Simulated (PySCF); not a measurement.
**Basis and Hamiltonian dependence of the ionisation energy of Hf²⁺**

Hf²⁺ [Xe] 4f14 5d2 (3F) → Hf³⁺ [Xe] 4f14 5d1 (2D). All values are computed (PySCF 2.14, energy differences of UHF-based or UKS calculations, no spin-orbit coupling). Values in eV.

```csv
basis,Hamiltonian,functions,UHF,r2SCAN,PBE0,MP2 (valence),CCSD(T) (valence),CCSD(T) (valence and next inner shell)
aug-cc-pVDZ-PP with ECP60MDF,ECP,54,21.518,22.469,22.506,21.577,21.599,n/a
def2-TZVPPD with the def2 core potential (60 electrons),ECP,59,21.453,22.390,22.410,21.541,21.570,21.881
aug-cc-pwCVDZ-PP with ECP60MDF,ECP,70,21.524,22.445,22.488,21.610,21.640,21.939
def2-QZVPPD with the def2 core potential (60 electrons),ECP,84,21.461,22.391,22.412,21.558,21.588,21.964
aug-cc-pVTZ-PP with ECP60MDF,ECP,88,21.537,22.486,22.506,21.629,21.659,n/a
x2c-TZVPPall,spin-free X2C,97,21.454,22.543,22.441,21.536,21.564,21.854
cc-pVQZ-PP with ECP60MDF,ECP,99,21.545,22.486,22.506,21.646,n/a,n/a
ANO-RCC-VTZP,spin-free X2C,104,21.501,22.632,22.529,21.585,21.609,21.986
"x2c-TZVPPall with one added diffuse shell each of s, p, d, f type",spin-free X2C,113,21.455,22.544,22.441,21.537,21.565,21.855
"aug-cc-pVTZ-PP with one added diffuse shell each of s, p, d, f, g type with ECP60MDF",ECP,113,21.537,22.486,22.506,21.629,n/a,n/a
aug-cc-pwCVTZ-PP with ECP60MDF,ECP,122,21.543,22.483,22.504,21.644,n/a,n/a
x2c-QZVPPall,spin-free X2C,144,21.527,n/a,n/a,n/a,n/a,n/a
aug-cc-pwCVQZ-PP with ECP60MDF,ECP,180,21.547,22.487,22.506,21.652,n/a,n/a
aug-cc-pV5Z-PP with ECP60MDF,ECP,197,21.547,n/a,n/a,n/a,n/a,n/a
```

Extrapolation of MP2 (valence) from aug-cc-pwCVTZ-PP with ECP60MDF and aug-cc-pwCVQZ-PP with ECP60MDF: the correlation parts are 0.100 and 0.105 eV; with the X⁻³ form and unrounded values, (4³ × 0.105 − 3³ × 0.100)/(4³ − 3³) = 0.109 eV, and adding the Hartree-Fock value 21.547 eV of the larger basis gives 21.656 eV.

Frozen in the all-electron rows: valence: [Xe] 4f14; valence and next inner shell: [Kr] 4d10 4f14; with a core potential, the same shells as far as they lie outside it.

Between the lowest levels the reference is 22.55 ± 0.04 eV (theoretical estimate listed by NIST; NIST Atomic Spectra Database, ionization energies); it includes spin-orbit coupling, which these numbers lack.
